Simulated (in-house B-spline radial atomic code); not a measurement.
Configurations of Sm V (Sm4+), with energies counted from [Xe] 4f4. Level of theory: scalar-relativistic (X2C) B97-1, spin-polarised, spherical fractional occupations, Fermi nucleus of rms radius 5.0819 fm; calculated with a B-spline radial code for spherical atoms. Shells without spins written out take the highest spin.

Caution: exact exchange at fractional occupations of open shells leaves self-interaction of up to several eV.

Occupations are held fixed; configurations that lie above the ionisation limit could autoionise.

```tsv
configuration	E - E(ref) (eV)	highest orbital	its <r> (bohr)
[Xe] 4f(1 up, 3 down)	5.1698	4f up	0.8625
[Xe] 4f(2 up, 2 down)	6.8961	4f up	0.8536
[Kr] 4d10 4f(4 up, 1 down) 5s2 5p(2 up, 3 down)	20.391	4f down	0.9097
[Kr] 4d10 4f4 5s2 5p5 6p1	41.794	6p up	3.3
[Xe] 4f(3 up, 0 down) 5f(0 up, 1 down)	42.293	5f down	3.44
[Xe] 4f3 6f1	49.466	6f up	5.981
[Kr] 4d9 4f4 5s2 5p6 6s1	156.03	6s up	2.83
[Kr] 4d9 4f4 5s2 5p6 5f1	171.82	5f up	3.386
```

Problem. Order these further configurations by energy, lowest first.
A. [Xe] 4f3 5f1
B. [Xe] 4f3 5d1
C. [Kr] 4d(5 up, 4 down) 4f(3 up, 1 down) 5s2 5p6 6p(1 up, 0 down)
D. [Kr] 4d9 4f4 5s2 5p6 6f1
E. [Kr] 4d(5 up, 4 down) 4f(4 up, 0 down) 5s2 5p6 5d(1 up, 0 down)

Solution. B (19.81 eV), A (42.147 eV), E (149.33 eV), C (169.79 eV), D (179.17 eV).

Problem. How far above the reference does [Xe] 4f3 6p1 lie?

Solution. 33.273 eV; its least bound orbital is 6p up with <r> = 3.272 bohr.

Problem. How far above the reference does [Kr] 4d10 4f5 5s2 5p5 lie?

Solution. 12.324 eV; its least bound orbital is 4f up with <r> = 0.8754 bohr.

Problem. How far above the reference does [Kr] 4d10 4f4 5s2 5p5 5d1 lie?

Solution. 28.664 eV; its least bound orbital is 5d up with <r> = 1.956 bohr.
